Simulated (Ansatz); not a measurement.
```xyz
7

O    -1.3491   -1.3230    0.1725
C    -0.4044   -0.4010    0.0669
N     0.3263    0.0689    1.0253
Al    1.0061    1.0371   -0.3445
O    -0.2279    0.0622   -1.1953
H    -1.3756   -1.5664    1.1071
H     2.0246    2.1222   -0.8319
```

Charge 0, multiplicity 1.

(1) List the PBE0/def2-TZVPP orbital energies in eV (the Gaussian-basis code of Ansatz). (Estimate.)

Results:

(1) Ansatz gave: Occupied: -1528.67, -524.07, -522.76, -390.10, -282.20, -114.53, -74.64, -74.50, -74.42, -31.19, -28.72, -23.93, -17.69, -13.81, -13.12, -13.12, -11.74, -10.85, -9.85, -9.68, -7.48, -7.35. Lowest empty: -1.30, -0.45, 0.08, 1.58, 1.67, 2.74, 3.49, 4.70.
